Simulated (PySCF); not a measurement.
**C³⁺ (carbon, charge +3) across methods**

[He] 2s1, 2S determinant. Calculation: PySCF 2.14, in aug-cc-pwCVTZ (7s6p4d2f, 59 functions); the non-relativistic Hamiltonian (point nucleus).

```json
{"method": "PBE", "E (hartree)": "-34.7287", "mean ε 1s α (eV)": "-332.03", "mean ε 1s β (eV)": "-330.93", "mean ε 2s α (eV)": "-57.675", "Σ⟨r²⟩ (bohr²)": "2.093", "⟨S²⟩": "0.750"}
{"method": "PW91", "E (hartree)": "-34.7524", "mean ε 1s α (eV)": "-332.41", "mean ε 1s β (eV)": "-331.31", "mean ε 2s α (eV)": "-57.741", "Σ⟨r²⟩ (bohr²)": "2.093", "⟨S²⟩": "0.750"}
{"method": "wB97M-V", "E (hartree)": "-34.8018", "mean ε 1s α (eV)": "-344.14", "mean ε 1s β (eV)": "-342.90", "mean ε 2s α (eV)": "-61.619", "Σ⟨r²⟩ (bohr²)": "2.103", "⟨S²⟩": "0.750"}
{"method": "UHF", "E (hartree)": "-34.72511", "mean ε 1s α (eV)": "-367.99", "mean ε 1s β (eV)": "-365.62", "mean ε 2s α (eV)": "-64.353", "Σ⟨r²⟩ (bohr²)": "2.108", "⟨S²⟩": "0.750"}
{"method": "r2SCAN", "E (hartree)": "-34.7725", "mean ε 1s α (eV)": "-335.81", "mean ε 1s β (eV)": "-334.90", "mean ε 2s α (eV)": "-58.007", "Σ⟨r²⟩ (bohr²)": "2.100", "⟨S²⟩": "0.750"}
{"method": "PBEsol", "E (hartree)": "-34.5755", "mean ε 1s α (eV)": "-330.50", "mean ε 1s β (eV)": "-329.47", "mean ε 2s α (eV)": "-57.412", "Σ⟨r²⟩ (bohr²)": "2.101", "⟨S²⟩": "0.750"}
{"method": "LDA", "E (hartree)": "-34.4036", "mean ε 1s α (eV)": "-329.33", "mean ε 1s β (eV)": "-328.23", "mean ε 2s α (eV)": "-57.253", "Σ⟨r²⟩ (bohr²)": "2.109", "⟨S²⟩": "0.750"}
{"method": "PBE0", "E (hartree)": "-34.7415", "mean ε 1s α (eV)": "-341.20", "mean ε 1s β (eV)": "-339.81", "mean ε 2s α (eV)": "-59.459", "Σ⟨r²⟩ (bohr²)": "2.095", "⟨S²⟩": "0.750"}
```

Q: Estimate the same row for M06-2X.

A: E (hartree) = -34.7909; mean ε 1s α (eV) = -349.47; mean ε 1s β (eV) = -348.27; mean ε 2s α (eV) = -61.227; Σ⟨r²⟩ (bohr²) = 2.077; ⟨S²⟩ = 0.750.
